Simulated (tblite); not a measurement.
C5H10N2.
Atom-mapped SMILES: `[CH3:1]/[CH:2]=[N:3]/[CH2:4]/[CH:5]=[N:6]/[CH3:7]` (hydrogens: H8, H9, H10 on C1; H11 on C2; H12, H13 on C4; H14 on C5; H15, H16, H17 on C7)

Geometry (GFN2-xTB, Å), atoms numbered from 1 in this order:
```
atom  x, y, z in Å
C1     3.1062    0.8682    0.6282
C2     1.7959    0.2422    0.9436
N3     0.7169    0.8442    0.7318
C4    -0.5363    0.2103    1.0284
C5    -1.3266    0.0814   -0.2357
N6    -1.8869   -0.9967   -0.5414
C7    -2.6378   -1.1070   -1.7521
H8     3.7182    0.9200    1.5276
H9     3.6380    0.2577   -0.1007
H10    2.9575    1.8667    0.2281
H11    1.8366   -0.7714    1.3740
H12   -0.4305   -0.7785    1.5004
H13   -1.0829    0.8793    1.7044
H14   -1.3553    0.9851   -0.8609
H15   -3.6625   -1.3771   -1.4940
H16   -2.6414   -0.1874   -2.3534
H17   -2.2162   -1.9247   -2.3381
```

All values are computed: GFN2-xTB (tblite) harmonic vibrations without scaling, gas phase. This tight-binding method is rough: wavenumbers can miss measured ones by several per cent, in bad cases by 10 to 20. One conformer, not necessarily the lowest.

Harmonic wavenumbers (cm⁻¹): 39.3, 97.8, 125.9, 178.2, 202.7, 232.2, 264.7, 301.3, 407.0, 495.9, 561.7, 843.5, 861.3, 944.2, 972.4, 1035.1, 1039.1, 1082.7, 1100.8, 1105.2, 1128.7, 1168.5, 1171.8, 1263.1, 1322.3, 1338.3, 1388.2, 1389.9, 1434.2, 1459.7, 1461.2, 1461.6, 1473.4, 1761.9, 1773.5, 2811.0, 2839.1, 2866.6, 2883.9, 2912.2, 2986.2, 3001.8, 3006.7, 3018.8, 3064.1.

A = 8387, B = 999.2, C = 951.5 MHz; mass 98.084 u (most abundant isotopes); point group C1, symmetry number 1.

Task: What is the zero-point energy?

Result: Half the sum of the wavenumbers: 31139 cm⁻¹ = 89.03 kcal/mol.

Task: What is S at 298.15 K and 1 bar for an ideal gas of classical rigid rotors and harmonic oscillators?

Result: Translation 39.69, rotation 28.09, vibration 24.54: S = 92.3 cal/(mol K).

Task: And Cp and H(298.15 K) − H(0)?

Result: Cp = 31.91 cal/(mol K), of which vibrations give 23.96 (their classical limit is 45 R = 89.4); H(298.15 K) − H(0) = 6.16 kcal/mol without the zero-point energy, 3.79 from vibrations.

Task: How do the functions run with temperature in this model?

Result: 
```json
{"T (K)": "100", "S (cal/(mol K))": "66.5", "Cp (cal/(mol K))": "17.6", "H − H(0) (kcal/mol)": "1.24", "G − H(0) (kcal/mol)": "-5.41", "ln q(vib)": "1.51"}
{"T (K)": "200", "S (cal/(mol K))": "81.1", "Cp (cal/(mol K))": "24.9", "H − H(0) (kcal/mol)": "3.38", "G − H(0) (kcal/mol)": "-12.84", "ln q(vib)": "3.79"}
{"T (K)": "300", "S (cal/(mol K))": "92.5", "Cp (cal/(mol K))": "32.1", "H − H(0) (kcal/mol)": "6.22", "G − H(0) (kcal/mol)": "-21.53", "ln q(vib)": "5.99"}
{"T (K)": "500", "S (cal/(mol K))": "112.5", "Cp (cal/(mol K))": "47.4", "H − H(0) (kcal/mol)": "14.19", "G − H(0) (kcal/mol)": "-42.08", "ln q(vib)": "10.18"}
{"T (K)": "800", "S (cal/(mol K))": "138.7", "Cp (cal/(mol K))": "63.9", "H − H(0) (kcal/mol)": "31.08", "G − H(0) (kcal/mol)": "-79.88", "ln q(vib)": "16.19"}
{"T (K)": "1000", "S (cal/(mol K))": "153.8", "Cp (cal/(mol K))": "71.4", "H − H(0) (kcal/mol)": "44.65", "G − H(0) (kcal/mol)": "-109.16", "ln q(vib)": "19.98"}
```

q(vib) and H(0) count from the zero-point level.

Task: Blend soft modes into free rotors: weight 1/[1 + (100 cm⁻¹/ν̃)⁴] for the oscillator and the rest for a rotor with moment μB/(μ + B), μ = h/(8π²ν), B = 10⁻⁴⁴ kg m². What vibrational entropy results?

Result: 22.64 cal/(mol K) in place of 24.54, which changes −T·S at 298.15 K by +0.56 kcal/mol.

Task: Which modes carry the vibrational entropy at 298.15 K?

Result: 39.3 cm⁻¹: 5.29; 97.8 cm⁻¹: 3.50; 125.9 cm⁻¹: 3.01; 178.2 cm⁻¹: 2.35; 202.7 cm⁻¹: 2.11; 232.2 cm⁻¹: 1.86 cal/(mol K); the other 39 give 6.42 together.

Hindered rotation and anharmonicity are outside this model. Other conformers, if any are populated, would add a mixing term that is left out. The structure is chiral; the term R ln 2 for an equal mix with its mirror image is left out.

On one thread, Arm Neoverse V2 (aarch64), no GPU, shared host with 192 logical CPUs at a one-minute load of 13, this took 0.34 s. This covers the Hessian and the dipole derivatives.
